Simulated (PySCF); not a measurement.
ScF3, SMILES [F][Sc]([F])[F].

Coordinates come from a B3LYP-D3(BJ)/def2-SVP optimisation. The isomer is the one that the SMILES or the coordinates give; other isomers of the formula were not compared.

These are TDA-ωB97X/def2-SVPD in PySCF values and carry that method's errors.

Vertical excitations; the highest root listed may be one member of a degenerate set.  State labels are in the subgroup C2v.

Computed excitation energies, oscillator strengths and character:
```tsv
state	symmetry	energy (eV)	λ (nm)	f	main pairs
S1	B1	7.58	164	0.000	HOMO→LUMO 93 %
S2	B1	7.65	162	0.011	HOMO−1→LUMO (degenerate set)
S3	A1	7.65	162	0.011	HOMO−2→LUMO (degenerate set)
S4	B2	7.82	159	0.062	HOMO−3→LUMO 93 %
S5	A2	8.03	154	0.000	HOMO−5→LUMO (degenerate set)
S6	B2	8.03	154	0.000	HOMO−4→LUMO (degenerate set)
S7	A2	8.24	150	0.000	HOMO→LUMO+2, HOMO−1→LUMO+2, HOMO−2→LUMO+1 (degenerate set)
S8	B2	8.24	150	0.000	HOMO→LUMO+1, HOMO−1→LUMO+1, HOMO−2→LUMO+2 (degenerate set)
S9	A2	8.37	148	0.000	HOMO−2→LUMO+1 49 %, HOMO−1→LUMO+2 49 %
S10	B2	8.45	147	0.013	HOMO−1→LUMO+1 47 %, HOMO−2→LUMO+2 47 %
T1	B1	7.58	164	0	HOMO→LUMO 93 %
T2	B1	7.58	163	0	HOMO−1→LUMO (degenerate set)
T3	A1	7.58	163	0	HOMO−2→LUMO (degenerate set)
T4	B2	7.89	157	0	HOMO−3→LUMO 91 %
```
Triplets are in the Tamm–Dancoff approximation.
